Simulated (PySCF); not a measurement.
## Bonding in `C=CC1=C(C)P1CO`

Compound: C₆H₉OP.
SMILES with atom numbers: `[CH2:1]=[CH:2][C:3]1=[C:4]([CH3:5])[P:6]1[CH2:7][OH:8]` (hydrogens: H9, H10 on C1; H11 on C2; H12, H13, H14 on C5; H15, H16 on C7; H17 on O8)

Geometry (GFN2-xTB, Å), atoms numbered from 1 in this order:
```xyz
17
C6H9OP angstrom
C      2.902   -0.708    0.125
C      2.065    0.286   -0.158
C      0.767    0.383    0.415
C     -0.380    1.028    0.497
C     -1.200    2.151    0.023
P     -0.342   -0.402    1.663
C     -1.172   -1.720    0.580
O     -2.512   -1.930    0.948
H      2.616   -1.486    0.815
H      3.882   -0.775   -0.314
H      2.339    1.075   -0.850
H     -2.080    1.780   -0.503
H     -0.626    2.785   -0.653
H     -1.545    2.746    0.868
H     -0.666   -2.677    0.733
H     -1.082   -1.442   -0.483
H     -2.976   -1.085    0.934
```

Bond orders from the PBE0/pcSseg-1 density (PySCF). The structure is a single GFN2-xTB conformer in the gas phase; no vibrational or solvent corrections.

Question: How far do the computed orders between heavy atoms stray from the drawn ones?

Answer: The largest departure is 0.423, at C3–C4 (drawn double, 1.577). Drawn single, order above 1.12: C4–C5 (1.121). Drawn single, order below 0.88: P6–C3 (0.845). Drawn double or triple, more than 0.30 short of the drawn order: C3–C4 (1.577).

Question: Set the Mayer orders of the bonds beside their lengths.

Answer: 
```json
{"bond": "C1–C2", "drawn as": "double", "length (Å)": "1.330", "Mayer order": "1.899"}
{"bond": "C2–C3", "drawn as": "single", "length (Å)": "1.422", "Mayer order": "1.099"}
{"bond": "C3–C4", "drawn as": "double", "length (Å)": "1.318", "Mayer order": "1.577"}
{"bond": "C4–C5", "drawn as": "single", "length (Å)": "1.469", "Mayer order": "1.121"}
{"bond": "C4–P6", "drawn as": "single", "length (Å)": "1.846", "Mayer order": "0.883"}
{"bond": "P6–C7", "drawn as": "single", "length (Å)": "1.897", "Mayer order": "0.892"}
{"bond": "C7–O8", "drawn as": "single", "length (Å)": "1.406", "Mayer order": "0.933"}
{"bond": "P6–C3", "drawn as": "single", "length (Å)": "1.845", "Mayer order": "0.845"}
{"bond": "C1–H9", "drawn as": "single", "length (Å)": "1.078", "Mayer order": "0.950"}
{"bond": "C1–H10", "drawn as": "single", "length (Å)": "1.076", "Mayer order": "0.949"}
{"bond": "C2–H11", "drawn as": "single", "length (Å)": "1.084", "Mayer order": "0.960"}
{"bond": "C5–H12", "drawn as": "single", "length (Å)": "1.091", "Mayer order": "0.934"}
{"bond": "C5–H13", "drawn as": "single", "length (Å)": "1.090", "Mayer order": "0.948"}
{"bond": "C5–H14", "drawn as": "single", "length (Å)": "1.090", "Mayer order": "0.931"}
{"bond": "C7–H15", "drawn as": "single", "length (Å)": "1.094", "Mayer order": "0.944"}
{"bond": "C7–H16", "drawn as": "single", "length (Å)": "1.102", "Mayer order": "0.937"}
{"bond": "O8–H17", "drawn as": "single", "length (Å)": "0.964", "Mayer order": "0.951"}
```

Bonds between the same two heavy elements. C–C: lowest C2–C3 (1.099, 1.422 Å), highest C1–C2 (1.899, 1.330 Å); in 2 of the 6 pairs the longer bond (by over 0.003 Å) has the higher order (by 0.02 or more). C–P: lowest P6–C3 (0.845, 1.845 Å), highest P6–C7 (0.892, 1.897 Å); in 1 of the 3 pairs the longer bond (by over 0.003 Å) has the higher order (by 0.02 or more).

Question: Sum the orders of all bonds at each heavy atom with more than one neighbour and set the sums beside the valence in the SMILES.

Answer: C1 3.798 (drawn 4), C2 3.958 (drawn 4), C3 3.521 (drawn 4), C4 3.581 (drawn 4), C5 3.934 (drawn 4), P6 2.620 (drawn 3), C7 3.706 (drawn 4), O8 1.884 (drawn 2). Orders between atoms that aren't bonded are not in these sums.

The Mayer order sums products of elements of PS (density times overlap matrix) between the two atoms' basis functions, so it depends on the basis set.
